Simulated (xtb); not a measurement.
C6H6, charge +1, doublet, at a GFN2-xTB geometry (a state made from the parent by changing its charge; the spin is typed, not shown lowest); GFN2-xTB with GBSA(water) (xtb).

The xtb input:
```
$ xtb mol.xyz --gfn 2 --chrg 1 --uhf 1 --gbsa water --json

# file mol.xyz
12

C     -0.01688515     1.36947427     0.00961642
C      1.19379954     0.67131572     0.00390052
C      1.23406477    -0.71230281     0.09409357
C      0.01688515    -1.36947427    -0.00961642
C     -1.19379954    -0.67131572    -0.00390052
C     -1.23406477     0.71230281    -0.09409357
H     -0.01954353     2.44190082     0.18080582
H      2.12430322     1.20778904    -0.15663252
H      2.16826329    -1.25109082     0.10012212
H      0.01954353    -2.44190082    -0.18080582
H     -2.12430322    -1.20778904     0.15663252
H     -2.16826329     1.25109082    -0.10012212
```

Task: Write the output that xtb gives for this input, abridged.

Result: 
```
   ID    Z sym.   atoms
    1    6 C      1-6
    2    1 H      7-12

           -------------------------------------------------
          |                Calculation Setup                |
           -------------------------------------------------

           -------------------------------------------------
          |                 G F N 2 - x T B                 |
           -------------------------------------------------

      * Solvation model:               GBSA
        Solvent                        water
        Parameter file                 internal GFN2-xTB/GBSA
        Dielectric constant                8.0200E+01
        Reference state                gsolv [1 M gas/solution]
        Free energy shift                  1.8574E-03 Eh       1.1656E+00 kcal/mol
        Temperature                        2.9815E+02 K
        Density                            1.0000E+00 kg/L
        Solvent mass                       1.8000E+01 g/mol
        Interaction kernel             Still
        Born radius scaling (c1)           1.5524E+00
        Born radii integrator          GBOBC
        Born offset                        2.4628E-02 a0       4.6540E-02 AA
        H-bond correction              true
        Ion screening                  false
        Surface tension                    1.0000E-05 Eh       1.5569E+01 dyn/cm
        Grid points                               230 per atom

          ...................................................
          :                      SETUP                      :
          :.................................................:
          :  # basis functions                  30          :
          :  # atomic orbitals                  30          :
          :  # shells                           18          :
          :  # electrons                        29          :
          :  max. iterations                   250          :
          :  Hamiltonian                  GFN2-xTB          :
          :  restarted?                      false          :
          :  GBSA solvation                   true          :
          :  PC potential                    false          :
          :  electronic temp.          300.0000000     K    :
          :  accuracy                    1.0000000          :
          :  -> integral cutoff          0.2500000E+02      :
          :  -> integral neglect         0.1000000E-07      :
          :  -> SCF convergence          0.1000000E-05 Eh   :
          :  -> wf. convergence          0.1000000E-03 e    :
          :  Broyden damping             0.4000000          :
          :  net charge                          1          :
          :  unpaired electrons                  1          :
          ...................................................

 iter      E             dE          RMSdq      gap      omega  full diag
   1    -15.7478066 -0.157478E+02  0.589E+00    4.34       0.0  T
   2    -15.7541818 -0.637517E-02  0.336E+00    4.22       1.0  T
   3    -15.7490176  0.516419E-02  0.989E-01    4.25       1.0  T
   4    -15.7557281 -0.671047E-02  0.151E-01    4.20       1.0  T
   5    -15.7558356 -0.107573E-03  0.412E-02    4.21       1.0  T
   6    -15.7558351  0.523551E-06  0.136E-02    4.21       2.1  T
   7    -15.7558359 -0.806341E-06  0.172E-03    4.21      16.7  T
   8    -15.7558359 -0.568645E-08  0.565E-04    4.21      51.1  T
   9    -15.7558359 -0.299491E-08  0.118E-04    4.21     245.6  T

   *** convergence criteria satisfied after 9 iterations ***

         :::::::::::::::::::::::::::::::::::::::::::::::::::::
         ::                     SUMMARY                     ::
         :::::::::::::::::::::::::::::::::::::::::::::::::::::
         :: total energy             -15.449232769941 Eh    ::
         :: total w/o Gsasa/hb       -15.444159340688 Eh    ::
         :: gradient norm              0.002649663346 Eh/a0 ::
         :: HOMO-LUMO gap              4.211490774418 eV    ::
[...]
        18                         -0.1668359              -4.5398
        19                          0.0838744               2.2823
        20                          0.0864298               2.3519
        21                          0.1269843               3.4554
        22                          0.1270162               3.4563
        23                          0.1365988               3.7170
        24                          0.1600134               4.3542
        25                          0.3245988               8.8328
        26                          0.3622901               9.8584
       ...                                ...                  ...
        30                          0.5944190              16.1750
      -------------------------------------------------------------
                  HL-Gap            0.1547694 Eh            4.2115 eV
             Fermi-level           -0.4161369 Eh          -11.3237 eV

     #   Z          covCN         q      C6AA      α(0)
     1   6 C        2.926     0.021    27.538     8.606
     2   6 C        2.926     0.021    27.538     8.606
     3   6 C        2.908     0.002    27.987     8.675
     4   6 C        2.926     0.021    27.538     8.606
     5   6 C        2.926     0.021    27.538     8.606
     6   6 C        2.908     0.002    27.987     8.675
     7   1 H        0.925     0.165     1.293     1.778
     8   1 H        0.925     0.165     1.293     1.778
     9   1 H        0.926     0.125     1.570     1.959
    10   1 H        0.925     0.165     1.293     1.778
    11   1 H        0.925     0.165     1.293     1.778
    12   1 H        0.926     0.125     1.570     1.959

 Mol. C6AA /au·bohr⁶  :       1491.273243
 Mol. C8AA /au·bohr⁸  :      37745.353776
 Mol. α(0) /au        :         62.802644

Wiberg/Mayer (AO) data.
largest (>0.10) Wiberg bond orders for each atom

 ---------------------------------------------------------------------------
     #   Z sym  total        # sym  WBO       # sym  WBO       # sym  WBO
 ---------------------------------------------------------------------------
     1   6 C    3.928 --     6 C    1.419     2 C    1.357     7 H    0.900
     2   6 C    3.928 --     3 C    1.419     1 C    1.357     8 H    0.900
     3   6 C    3.969 --     4 C    1.419     2 C    1.419     9 H    0.955
                             6 C    0.115
     4   6 C    3.928 --     3 C    1.419     5 C    1.357    10 H    0.900
     5   6 C    3.928 --     6 C    1.419     4 C    1.357    11 H    0.900
     6   6 C    3.969 --     1 C    1.419     5 C    1.419    12 H    0.955
                             3 C    0.115
     7   1 H    0.971 --     1 C    0.900
     8   1 H    0.971 --     2 C    0.900
     9   1 H    0.984 --     3 C    0.955
    10   1 H    0.971 --     4 C    0.900
    11   1 H    0.971 --     5 C    0.900
    12   1 H    0.984 --     6 C    0.955
 ---------------------------------------------------------------------------

Topologies differ in total number of bonds
Writing topology from bond orders to xtbtopo.mol

molecular dipole:
                 x           y           z       tot (Debye)
 q only:        0.000      -0.000       0.000
   full:        0.000      -0.000       0.000       0.000
molecular quadrupole (traceless):
                xx          xy          yy          xz          yz          zz
 q only:        4.476       0.973       5.597      -0.301       0.281     -10.072
  q+dip:        6.195       1.232       7.612      -0.460       0.412     -13.807
   full:        4.403       1.444       6.066      -0.460       0.380     -10.469

           -------------------------------------------------
          | TOTAL ENERGY              -15.449232769941 Eh   |
          | GRADIENT NORM               0.002649663346 Eh/α |
          | HOMO-LUMO GAP               4.211490774418 eV   |
           -------------------------------------------------

normal termination of xtb
```
